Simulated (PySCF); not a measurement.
The dipole of `CN[Si@H]([SiH3])[SiH2][SiH2]O` from its density and from atomic charges.

Coordinates (PBE0-D3(BJ)/def2-SVP, Å) and charges (e) from the PBE0/pcSseg-1 density (PySCF):

```json
{"atom": "C1", "x": "-0.907", "y": "1.866", "z": "-0.088", "Mulliken": "-0.1264", "IAO": "-0.2952", "Hirshfeld": "-0.0721", "ESP-fitted": "-0.0118"}
{"atom": "N2", "x": "-0.831", "y": "0.930", "z": "-1.189", "Mulliken": "-0.6796", "IAO": "-0.6574", "Hirshfeld": "-0.2425", "ESP-fitted": "-0.6892"}
{"atom": "Si3", "x": "-0.742", "y": "-0.793", "z": "-0.944", "Mulliken": "+0.2976", "IAO": "+0.4899", "Hirshfeld": "+0.2184", "ESP-fitted": "+0.3456"}
{"atom": "Si4", "x": "-2.632", "y": "-1.745", "z": "0.100", "Mulliken": "+0.1936", "IAO": "+0.2204", "Hirshfeld": "+0.1846", "ESP-fitted": "+0.1739"}
{"atom": "Si5", "x": "1.152", "y": "-1.292", "z": "0.358", "Mulliken": "-0.0869", "IAO": "+0.0895", "Hirshfeld": "+0.1338", "ESP-fitted": "+0.0404"}
{"atom": "Si6", "x": "2.849", "y": "0.251", "z": "-0.108", "Mulliken": "+0.6138", "IAO": "+0.7226", "Hirshfeld": "+0.3080", "ESP-fitted": "+0.5740"}
{"atom": "O7", "x": "2.381", "y": "1.672", "z": "0.652", "Mulliken": "-0.5784", "IAO": "-0.7797", "Hirshfeld": "-0.2964", "ESP-fitted": "-0.6801"}
{"atom": "H8", "x": "-0.751", "y": "2.896", "z": "-0.449", "Mulliken": "+0.1114", "IAO": "+0.1413", "Hirshfeld": "+0.0426", "ESP-fitted": "+0.0636"}
{"atom": "H9", "x": "-0.095", "y": "1.669", "z": "0.630", "Mulliken": "+0.1569", "IAO": "+0.1507", "Hirshfeld": "+0.0316", "ESP-fitted": "+0.0744"}
{"atom": "H10", "x": "-1.868", "y": "1.849", "z": "0.464", "Mulliken": "+0.1067", "IAO": "+0.1125", "Hirshfeld": "+0.0283", "ESP-fitted": "+0.0464"}
{"atom": "H11", "x": "-1.351", "y": "1.227", "z": "-2.009", "Mulliken": "+0.2036", "IAO": "+0.2556", "Hirshfeld": "+0.1141", "ESP-fitted": "+0.3562"}
{"atom": "H12", "x": "-0.574", "y": "-1.417", "z": "-2.295", "Mulliken": "-0.0351", "IAO": "-0.0987", "Hirshfeld": "-0.0777", "ESP-fitted": "-0.1018"}
{"atom": "H13", "x": "-3.879", "y": "-1.545", "z": "-0.707", "Mulliken": "-0.0644", "IAO": "-0.0955", "Hirshfeld": "-0.0787", "ESP-fitted": "-0.0755"}
{"atom": "H14", "x": "-2.438", "y": "-3.216", "z": "0.311", "Mulliken": "-0.0657", "IAO": "-0.0939", "Hirshfeld": "-0.0760", "ESP-fitted": "-0.0821"}
{"atom": "H15", "x": "-2.846", "y": "-1.110", "z": "1.439", "Mulliken": "-0.0643", "IAO": "-0.0956", "Hirshfeld": "-0.0771", "ESP-fitted": "-0.0714"}
{"atom": "H16", "x": "1.620", "y": "-2.677", "z": "0.022", "Mulliken": "-0.0237", "IAO": "-0.0757", "Hirshfeld": "-0.0729", "ESP-fitted": "-0.0697"}
{"atom": "H17", "x": "0.846", "y": "-1.258", "z": "1.825", "Mulliken": "-0.0148", "IAO": "-0.0763", "Hirshfeld": "-0.0713", "ESP-fitted": "-0.0355"}
{"atom": "H18", "x": "4.180", "y": "-0.214", "z": "0.402", "Mulliken": "-0.0981", "IAO": "-0.1379", "Hirshfeld": "-0.0876", "ESP-fitted": "-0.1429"}
{"atom": "H19", "x": "2.996", "y": "0.447", "z": "-1.587", "Mulliken": "-0.1006", "IAO": "-0.1370", "Hirshfeld": "-0.0852", "ESP-fitted": "-0.1463"}
{"atom": "H20", "x": "2.839", "y": "2.474", "z": "0.382", "Mulliken": "+0.2543", "IAO": "+0.3604", "Hirshfeld": "+0.1758", "ESP-fitted": "+0.4316"}
```

Q: What dipole does each set of charges give (1 e·Å = 4.803 D), and what does the density give?

A: The full density gives (0.55, 2.00, -1.11) D, 2.36 D in size; dipole vectors point from the negative to the positive end.

```tsv
scheme	μx	μy	μz	size (D)	share of the full size (%)	angle to the full dipole (°)
Mulliken	1.06	0.04	-0.12	1.06	45	72
IAO	1.33	-0.66	-1.59	2.17	92	77
Hirshfeld	0.75	0.88	-0.73	1.37	58	22
ESP-fitted	0.53	1.99	-1.07	2.32	98	1
```

Q: Which set comes closest?

A: Length of the difference vector: ESP-fitted 0.05 D, Hirshfeld 1.20 D, Mulliken 2.26 D, IAO 2.82 D. Closest: ESP-fitted. 

Q: What is left for the Hirshfeld atoms' own dipoles?

A: The Hirshfeld atoms' densities add up to the full density, so μ = Σ q r + Σ (atomic dipoles). The atomic dipoles sum to (0.55, 2.00, -1.11) − (0.75, 0.88, -0.73) = (-0.20, 1.12, -0.39) D, 1.20 D in size.

Q: With the origin at the mean of the coordinates, (-0.003, 0.001, -0.139) Å, which are the largest single terms, by size, of the Mulliken dipole along the direction of the full one?

A: O7 -4.44, N2 -3.57, H20 +3.07, Si6 +2.53, Si4 -2.05 D; all 20 atoms together +0.33 D. The single terms depend on the origin, their sum doesn't.

Q: Give the size of the full dipole in other units.

A: 2.36 D = 0.927 au = 0.491 e·Å = 7.86 × 10⁻³⁰ C·m.

Geometry: PBE0-D3(BJ)/def2-SVP, one conformer, isolated molecule.

The values belong to the conformer `[CH3:1][NH:2][Si@H:3]([SiH3:4])[SiH2:5][SiH2:6][OH:7]`: C1–N2–Si3–Si4 63°, N2–Si3–Si5–Si6 -32°, Si3–Si5–Si6–O7 75°, H–O7–Si6–Si5 -165°.
